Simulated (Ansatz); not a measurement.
Consider the substitution at a C–N bond: `CC[NH][AlH2]` + `OB(Cl)Cl` → `CCOB(Cl)Cl` + `[NH2][AlH2]`.

Program: Ansatz. Geometries: PBE0-D4/def2-TZVP. ΔE: electronic, gas phase. CCSD(T)/CBS adds triple-zeta CCSD(T) − MP2 to the extrapolated MP2 energy (def2 sets, frozen cores). This one scheme is used for every species. DFT in def2-TZVPP. Each species was taken in one conformer, which may not be the lowest.

| level | ΔE (kcal/mol) |
| --- | --- |
| LDA (SPW92) | 0.9 |
| CCSD(T)/def2-SVP | 1.5 |
| SCS-MP2/def2-QZVPP | 0.2 |
| CCSD/CBS(def2) | 0.1 |

Q: What does CCSD(T)/CBS give? (Estimate.)

A: The calculation gave: +0.1 kcal/mol. The listed levels differ from it by 0.8, 1.4, 0.1, 0.0 kcal/mol.

Largest T1 diagnostic among the species: 0.011.

In def2-TZVPP, CCSD(T) changes the Hartree–Fock value by +0.9 kcal/mol (the triples alone add −0.0 kcal/mol) and MP2 by +1.3 kcal/mol. Leaving LDA and LC-ωPBE aside and taking each functional with its dispersion term where it has one, the values, not all of them listed here, spread over 1.9 kcal/mol, from CAM-B3LYP-D4 to revPBE-D4. At CCSD(T), def2-SVP lies +1.5 kcal/mol from the extrapolated value and def2-TZVPP +0.2 kcal/mol.
